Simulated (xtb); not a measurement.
C₃H₇ (SMILES [CH2-]CC), charge -1, singlet, from a rough starting geometry; xtb 6.7.1 with GFN2-xTB.

xtb was given this input:
```
$ xtb mol.xyz --gfn 2 --chrg -1 --opt vtight --json

# file mol.xyz
10

C      0.03264754     0.24866436     0.67519911
C     -0.05900106     1.48657564    -0.18566407
C     -0.02977063    -1.03172374    -0.23722259
H     -0.78036731     0.24021417     1.34564922
H      0.83704398     0.19669251     1.29866725
H      0.01782233    -1.97962364     0.41703204
H      0.90085544     1.50135723    -0.79124633
H     -0.87660267     1.55035589    -0.90184847
H     -0.86986035    -1.09508367    -0.78875696
H      0.88692000    -1.03750816    -0.81371367
```

Task: Predict the main parts of the log of this xtb run.

Result: 
```
   ID    Z sym.   atoms
    1    6 C      1-3
    2    1 H      4-10

           -------------------------------------------------
          |                Calculation Setup                |
           -------------------------------------------------

           -------------------------------------------------
          |                 G F N 2 - x T B                 |
           -------------------------------------------------

          ...................................................
          :                      SETUP                      :
          :.................................................:
          :  # basis functions                  19          :
          :  # atomic orbitals                  19          :
          :  # shells                           13          :
          :  # electrons                        20          :
          :  max. iterations                   250          :
          :  Hamiltonian                  GFN2-xTB          :
          :  restarted?                      false          :
          :  GBSA solvation                  false          :
          :  PC potential                    false          :
          :  electronic temp.          300.0000000     K    :
          :  accuracy                    1.0000000          :
          :  -> integral cutoff          0.2500000E+02      :
          :  -> integral neglect         0.1000000E-07      :
          :  -> SCF convergence          0.1000000E-05 Eh   :
          :  -> wf. convergence          0.1000000E-03 e    :
          :  Broyden damping             0.4000000          :
          :  net charge                         -1          :
          :  unpaired electrons                  0          :
          ...................................................

 iter      E             dE          RMSdq      gap      omega  full diag
   1    -10.1166424 -0.101166E+02  0.374E+00   10.31       0.0  T
   2    -10.2014935 -0.848511E-01  0.196E+00    7.87       1.0  T
   3    -10.2022666 -0.773055E-03  0.113E+00    7.83       1.0  T
   4    -10.2024691 -0.202540E-03  0.168E-01    7.57       1.0  T
   5    -10.2024782 -0.912715E-05  0.648E-02    7.55       1.0  T
   6    -10.2024791 -0.835024E-06  0.172E-02    7.56       1.8  T
   7    -10.2024794 -0.319687E-06  0.456E-03    7.57       6.9  T
   8    -10.2024794 -0.110374E-07  0.785E-04    7.57      40.3  T
   9    -10.2024794 -0.838872E-09  0.335E-04    7.57      94.5  T

   *** convergence criteria satisfied after 9 iterations ***

         :::::::::::::::::::::::::::::::::::::::::::::::::::::
         ::                     SUMMARY                     ::
         :::::::::::::::::::::::::::::::::::::::::::::::::::::
         :: total energy             -10.037252234380 Eh    ::
         :: gradient norm              0.164859236254 Eh/a0 ::
         :: HOMO-LUMO gap              7.568220302849 eV    ::
         ::.................................................::
         :: SCC energy               -10.202478356510 Eh    ::
         :: -> isotropic ES            0.147013704287 Eh    ::
         :: -> anisotropic ES          0.011386496721 Eh    ::
         :: -> anisotropic XC          0.004332093767 Eh    ::
         :: -> dispersion             -0.005481169547 Eh    ::
         :: repulsion energy           0.165226122130 Eh    ::
         :: add. restraining           0.000000000000 Eh    ::
         :: total charge              -1.000000000000 e     ::
         :::::::::::::::::::::::::::::::::::::::::::::::::::::

      -----------------------------------------------------------
     |                   =====================                   |
     |                        A N C O P T                        |
     |                   =====================                   |
     |               Approximate Normal Coordinate               |
     |                Rational Function Optimizer                |
      -----------------------------------------------------------
      -----------------------------------------------------------
     |                   =====================                   |
     |                        A N C O P T                        |
     |                   =====================                   |
     |               Approximate Normal Coordinate               |
     |                Rational Function Optimizer                |
      -----------------------------------------------------------

          ...................................................
          :                      SETUP                      :
          :.................................................:
          :   optimization level         verytight          :
          :   max. optcycles                   200          :
          :   ANC micro-cycles                  20          :
          :   degrees of freedom                24          :
          :.................................................:
          :   RF solver                   davidson          :
          :   write xtbopt.log                true          :
          :   linear?                        false          :
          :   energy convergence         0.1000000E-06 Eh   :
          :   grad. convergence          0.2000000E-03 Eh/α :
          :   maxmium RF displ.          1.0000000          :
          :   Hlow (freq-cutoff)         0.1000000E-01      :
          :   Hmax (freq-cutoff)         5.0000000          :
          :   S6 in model hess.         20.0000000          :
          ...................................................

generating ANC from exact Hessian ...
Using Lindh-Hessian (1995)
 Shifting diagonal of input Hessian by    1.2663105968994098E-003
 Lowest  eigenvalues of input Hessian
    0.000000    0.000000    0.000000    0.000000    0.000000    0.000000
    0.010000    0.012426    0.014058    0.037971    0.043828    0.052016
    0.059821    0.079766    0.088085    0.103664    0.113216    0.138144
[...]
 * total energy  :   -10.0372522 Eh     change       -0.1113118E-09 Eh
 * total energy  :   -10.0566712 Eh     change       -0.1941897E-01 Eh
 * total energy  :   -10.0585677 Eh     change       -0.1896509E-02 Eh
 * total energy  :   -10.0587285 Eh     change       -0.1608019E-03 Eh
 * total energy  :   -10.0587559 Eh     change       -0.2740922E-04 Eh
 * total energy  :   -10.0587653 Eh     change       -0.9329022E-05 Eh
 * total energy  :   -10.0587678 Eh     change       -0.2595957E-05 Eh
 * total energy  :   -10.0587686 Eh     change       -0.7971190E-06 Eh
 * total energy  :   -10.0587688 Eh     change       -0.1081340E-06 Eh
 * total energy  :   -10.0587688 Eh     change       -0.2652304E-07 Eh
   *** GEOMETRY OPTIMIZATION CONVERGED AFTER 10 ITERATIONS ***
[...]

 iter      E             dE          RMSdq      gap      omega  full diag
   1    -10.1870286 -0.101870E+02  0.451E-05    8.44       0.0  T
   2    -10.1870286 -0.141576E-11  0.247E-05    8.44    1282.8  T
   3    -10.1870286 -0.158096E-12  0.716E-06    8.44    4418.1  T

   *** convergence criteria satisfied after 3 iterations ***

         :::::::::::::::::::::::::::::::::::::::::::::::::::::
         ::                     SUMMARY                     ::
         :::::::::::::::::::::::::::::::::::::::::::::::::::::
         :: total energy             -10.058768781169 Eh    ::
         :: gradient norm              0.000031625568 Eh/a0 ::
         :: HOMO-LUMO gap              8.439426119382 eV    ::
         ::.................................................::
         :: SCC energy               -10.187027521638 Eh    ::
         :: -> isotropic ES            0.141954465562 Eh    ::
         :: -> anisotropic ES          0.011538138160 Eh    ::
         :: -> anisotropic XC          0.004740368493 Eh    ::
         :: -> dispersion             -0.005508288117 Eh    ::
         :: repulsion energy           0.128258740469 Eh    ::
         :: add. restraining           0.000000000000 Eh    ::
         :: total charge              -1.000000000000 e     ::
         :::::::::::::::::::::::::::::::::::::::::::::::::::::

           -------------------------------------------------
          |                Property Printout                |
           -------------------------------------------------

    * Orbital Energies and Occupations

         #    Occupation            Energy/Eh            Energy/eV
      -------------------------------------------------------------
         1        2.0000           -0.4069923             -11.0748
         2        2.0000           -0.3529166              -9.6033
         3        2.0000           -0.3035099              -8.2589
         4        2.0000           -0.3026037              -8.2343
         5        2.0000           -0.2637864              -7.1780
         6        2.0000           -0.2477604              -6.7419
         7        2.0000           -0.2390705              -6.5054
         8        2.0000           -0.1701749              -4.6307
         9        2.0000           -0.1529637              -4.1624
        10        2.0000           -0.0211095              -0.5744 (HOMO)
        11                          0.2890338               7.8650 (LUMO)
        12                          0.3352617               9.1229
        13                          0.3424603               9.3188
        14                          0.3539640               9.6319
        15                          0.3937717              10.7151
        16                          0.4131829              11.2433
        17                          0.4481232              12.1941
        18                          0.4807582              13.0821
        19                          0.4861016              13.2275
      -------------------------------------------------------------
                  HL-Gap            0.3101432 Eh            8.4394 eV
             Fermi-level            0.1339622 Eh            3.6453 eV

     #   Z          covCN         q      C6AA      α(0)
     1   6 C        3.791    -0.011    20.779     6.492
     2   6 C        2.809    -0.329    37.294    10.005
     3   6 C        3.743    -0.067    21.851     6.669
     4   1 H        0.922    -0.068     4.550     3.336
     5   1 H        0.922    -0.068     4.550     3.336
     6   1 H        0.923    -0.052     4.147     3.185
     7   1 H        0.916    -0.184     9.683     4.867
     8   1 H        0.916    -0.184     9.683     4.867
     9   1 H        0.924    -0.019     3.415     2.890
    10   1 H        0.924    -0.019     3.414     2.889

 Mol. C6AA /au·bohr⁶  :        993.393319
 Mol. C8AA /au·bohr⁸  :      19234.900131
 Mol. α(0) /au        :         48.535467

Wiberg/Mayer (AO) data.
largest (>0.10) Wiberg bond orders for each atom

 ---------------------------------------------------------------------------
     #   Z sym  total        # sym  WBO       # sym  WBO       # sym  WBO
 ---------------------------------------------------------------------------
     1   6 C    3.924 --     2 C    1.014     5 H    0.975     4 H    0.975
                             3 C    0.956
     2   6 C    2.984 --     1 C    1.014     8 H    0.952     7 H    0.952
     3   6 C    3.974 --     9 H    0.990    10 H    0.990     6 H    0.984
                             1 C    0.956
     4   1 H    0.995 --     1 C    0.975
     5   1 H    0.995 --     1 C    0.975
     6   1 H    0.997 --     3 C    0.984
     7   1 H    0.966 --     2 C    0.952
     8   1 H    0.966 --     2 C    0.952
     9   1 H    1.000 --     3 C    0.990
    10   1 H    1.000 --     3 C    0.990
 ---------------------------------------------------------------------------

Topologies differ in total number of bonds
Writing topology from bond orders to xtbtopo.mol

molecular dipole:
                 x           y           z       tot (Debye)
 q only:       -0.009      -1.701       0.356
   full:       -0.009      -2.473       0.040       6.286
molecular quadrupole (traceless):
                xx          xy          yy          xz          yz          zz
 q only:        3.033      -0.015      -5.519       0.002       2.663       2.486
  q+dip:        4.935      -0.029      -9.430      -0.002       0.979       4.495
   full:        5.064      -0.029      -9.472      -0.002       0.700       4.408

optimized geometry written to: xtbopt.xyz

           -------------------------------------------------
          | TOTAL ENERGY              -10.058768781169 Eh   |
          | GRADIENT NORM               0.000031625568 Eh/α |
          | HOMO-LUMO GAP               8.439426119382 eV   |
           -------------------------------------------------

normal termination of xtb
```
